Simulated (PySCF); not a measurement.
**Static response to an electric field**

C8H7BrSi.
Numbering: `[Br:1][c:2]1[cH:3][cH:4][cH:5][c:6]2[c:7]1[CH:8]=[CH:9][SiH2:10]2` (hydrogens: H11 on C3; H12 on C4; H13 on C5; H14 on C8; H15 on C9; H16, H17 on Si10)

Geometry (PBE0-D3(BJ)/def2-SVP, Å), atoms numbered from 1 in this order:
```xyz
17
C8H7BrSi angstrom
Br     0.4584    3.9806   -0.1425
C      0.7926    2.1250    0.0204
C      2.1201    1.6902    0.0353
C      2.4052    0.3336    0.1544
C      1.3681   -0.5987    0.2594
C      0.0474   -0.1684    0.2445
C     -0.2600    1.2105    0.1230
C     -1.6991    1.5313    0.1185
C     -2.5686    0.5045    0.2278
Si    -1.5940   -1.0851    0.3626
H      2.9254    2.4220   -0.0473
H      3.4467    0.0036    0.1648
H      1.6057   -1.6615    0.3531
H     -2.0062    2.5777    0.0269
H     -3.6479    0.6695    0.2310
H     -1.7752   -1.8145    1.6550
H     -1.8211   -2.0527   -0.7540
```

Level: B3LYP/def2-SVPD (PySCF), static field, nuclei fixed, core orbitals frozen in the response. The polarisability tensor in these axes (au):

```
x   166.47  15.04  -2.89
y    15.04 174.81  -8.55
z    -2.89  -8.55  85.79
```

Q: Give the principal values, the mean and the anisotropy Δα = √{½[(α1 − α2)² + (α2 − α3)² + (α1 − α3)²]}.

A: Principal values 84.95, 155.15 and 186.97 au; mean 142.36 au = 21.10 Å³ = 23.47 × 10⁻⁴⁰ C²·m²/J; Δα = 90.41 au (64 % of the mean).

Q: What is the dipole moment, and where does it point?

A: (0.31, -1.17, 0.10) D, 1.21 D in size, pointing from the negative to the positive side. Measured along this direction, the outermost atoms are Br1 at the negative end and H13 at the positive end.

Q: Find the Langevin capture rate constant for NH4+ (18.034 u) meeting this molecule (209.950 u), k = 2.342 × 10⁻⁹ cm³/s × √(α in Å³ / reduced mass in u).

A: The reduced mass is 16.61 u, so k = 2.64 × 10⁻⁹ cm³/s. The formula leaves out the permanent dipole, which adds to the capture rate.

Q: In a dilute gas of rigid molecules at 273 K, how does the orientational term μ²/3kT compare with the electronic polarisability?

A: In Gaussian units μ²/3kT = 13.04 Å³ against 21.10 Å³, a ratio of 0.62; the Debye molar polarisation (4π/3)N_A(α + μ²/3kT) is 86.1 cm³/mol, leaving out the vibrational part.

Q: Give the eigenvalues of the traceless quadrupole moment Θ = ½Σq(3rr − r²1), origin at the centre of nuclear charge.

A: -8.59, -0.96, 9.54 D·Å. The values depend on the origin, since the dipole doesn't vanish. The electronic extent ⟨r²⟩ about the same centre is 2448 bohr², a root-mean-square distance of 2.57 Å for the 104 electrons.

Q: Refractivity n − 1 of an ideal gas of it at 500 K and 1 atm, from the electronic α?

A: N = p/kT = 1.4678 × 10¹⁹ cm⁻³, so n − 1 = 2π × N × 21.10 × 10⁻²⁴ cm³ = 1945 × 10⁻⁶ at long wavelengths.

Q: Along which axes do the principal values lie, and how far do the nuclei extend along each?

A: Largest value along (0.60, 0.80, -0.08), where the nuclei span 6.34 Å; middle along (0.80, -0.60, 0.04), 6.08 Å; least along (0.02, 0.09, 1.00), 2.42 Å. The response follows the extents in order.

Isolated species at its PBE0-D3(BJ)/def2-SVP geometry, gas phase. The calculation is non-relativistic, for bromine too.
